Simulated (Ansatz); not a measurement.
Geometry optimisation, UKS PBE0-D4/def2-SVP in Ansatz.

Input:

```yaml
crystal:
  periodic: [false, false, false]
  atoms:
    - { symbol: "N", position_ang: [-0.3701, 1.1497, 0.3017] }
    - { symbol: Si, position_ang: [0.0974, -0.3198, 0.845] }
    - { symbol: O, position_ang: [1.2213, -0.683, -0.2939] }
    - { symbol: F, position_ang: [-1.0486, -1.2881, 0.5254] }
    - { symbol: H, position_ang: [0.2995, 1.5233, -0.3675] }
    - { symbol: H, position_ang: [-1.2403, 1.0493, -0.2886] }
    - { symbol: H, position_ang: [1.102, -1.4995, -0.7678] }
magnetization:
  spin_polarized: true
  initial_magnetization: 1
basis:
  gaussian: { orbitals: def2-SVP }
hamiltonian:
  xc: pbe0
  dispersion: d4
relax:
  f_tol: 0.02
  max_steps: 50
```

Command:

```bash
$ ansatz run input.yaml --threads 2 --pin off --max-ram 3072MiB --backend cpu --events-out ev --progress --plain --runs-dir out
```

Problem. Where does it end, and by what steps?

Solution. It converged. After 13 steps the energy has fallen by 0.934 eV; H7 moved furthest, 0.80 Å.

| step | energy less start (eV) | largest force component (eV/Å) | accepted |
| --- | --- | --- | --- |
| 0 | 0.0000 | 3.472 | yes |
| 1 | -0.5805 | 1.905 | yes |
| 2 | -0.7490 | 0.794 | yes |
| 3 | -0.6318 | 2.749 | no |
| 4 | -0.7916 | 0.724 | yes |
| 5 | -0.8336 | 0.457 | yes |
| 6 | -0.8795 | 0.184 | yes |
| 7 | -0.9155 | 0.286 | yes |
| 8 | -0.9196 | 0.529 | yes |
| 9 | -0.9312 | 0.177 | yes |
| 10 | -0.9315 | 0.152 | yes |
| 11 | -0.9333 | 0.036 | yes |
| 12 | -0.9335 | 0.088 | yes |
| 13 | -0.9338 | 0.012 | yes |

```xyz
7
Properties=species:S:1:pos:R:3
N -0.467 1.095 -0.073
Si 0.044 -0.442 0.488
O 1.153 -0.982 -0.624
F -1.301 -1.365 0.509
H 0.220 1.802 -0.310
H -1.326 1.502 0.278
H 1.739 -1.679 -0.314
```

Time of the run: 28 s on 2 threads of AMD EPYC 7R43 64-Core Processor (Zen 3), with other jobs on the host, peak memory 0.2 GiB.
